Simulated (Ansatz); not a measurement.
Consider the ligand exchange at a Ge–O bond: `[OH][GeH]([Cl])[GeH3]` + HCl → `[Cl][GeH]([Cl])[GeH3]` + H₂O.

Program: Ansatz. Geometries: PBE0-D4/def2-TZVP. ΔE: electronic, gas phase. CBS: MP2 limit from def2 TZ/QZ plus the TZ coupled-cluster correction, frozen cores. This one scheme is used for every species. Functionals use def2-TZVPP. HSE06 is defined as in plane-wave codes. For Ge outer-core shells are correlated without core-valence functions, which leaves a few kJ/mol of doubt a bond. Scalar relativity is left out up to krypton. One conformer a species, not always the lowest.

`[OH][GeH]([Cl])[GeH3]`:

Z-matrix (Å, degrees):
```
Ge
Cl 1 2.169
Ge 1 2.429 2 106.3
O 1 1.773 2 107.8 3 -120.8
H 1 1.533 2 107.4 3 127.4
H 3 1.534 1 109.4 2 56.4
H 3 1.536 1 109.9 2 177.2
H 3 1.535 1 108.1 2 -63.2
H 4 0.961 1 112.9 2 58.1
```

HCl:

Cartesian coordinates in Å:
```
Cl 0.077 -0.550 -0.317
H -0.077 0.550 0.317
```

`[Cl][GeH]([Cl])[GeH3]`:

```xyz
8

Cl    1.201    1.639   -1.768
Ge    1.012   -0.092   -0.499
Cl    0.879   -1.814   -1.786
Ge   -1.050    0.094    0.762
H     2.340   -0.220    0.261
H    -1.209   -1.161    1.630
H    -0.974    1.346    1.645
H    -2.199    0.208   -0.245
```

H₂O:

Z-matrix (Å, degrees):
```
O
H 1 0.960
H 1 0.960 2 105.1
```

| level | ΔE (kJ/mol) | difference from CCSD(T)/CBS |
| --- | --- | --- |
| r2SCAN-D4 | -41.8 | 2.7 |
| PBE0-D4 | -47.7 | -3.2 |
| r2SCANh-D4 | -43.4 | 1.1 |
| revPBE | -43.2 | 1.3 |
| BLYP | -37.6 | 6.9 |
| PBE0 | -46.0 | -1.5 |
| HSE06 | -46.3 | -1.8 |
| BHLYP | -42.6 | 1.9 |
| LC-ωPBE | -40.0 | 4.5 |
| RPA@PBE/def2-TZVPP | -35.5 | 9.0 |
| CCSD/def2-SVP | -33.7 | 10.8 |
| CCSD(T)/def2-SVP | -32.7 | 11.8 |
| MP2/def2-TZVPP | -42.7 | 1.8 |
| CCSD(T)/def2-TZVPP | -38.9 | 5.6 |
| HF/def2-QZVPP | -43.1 | 1.4 |
| SCS-MP2/def2-QZVPP | -42.4 | 2.1 |
| CCSD(T)/CBS | -44.5 | 0 |

Largest T1 diagnostic among the species: 0.012.

Leaving LDA and LC-ωPBE aside and taking each functional with its dispersion term where it has one, the values, not all of them listed here, spread over 8.8 kJ/mol, from HSE06-D4 to CAM-B3LYP-D4. LDA lies +3.3 kJ/mol from PBE without D4. From BLYP to BHLYP (50 % exact exchange), in def2-TZVPP and without D4, ΔE moves by −4.9 kJ/mol.

CCSD(T)/CBS has its own doubt, a few kJ/mol and more with outer-core shells, so smaller differences from it don't rank the levels.
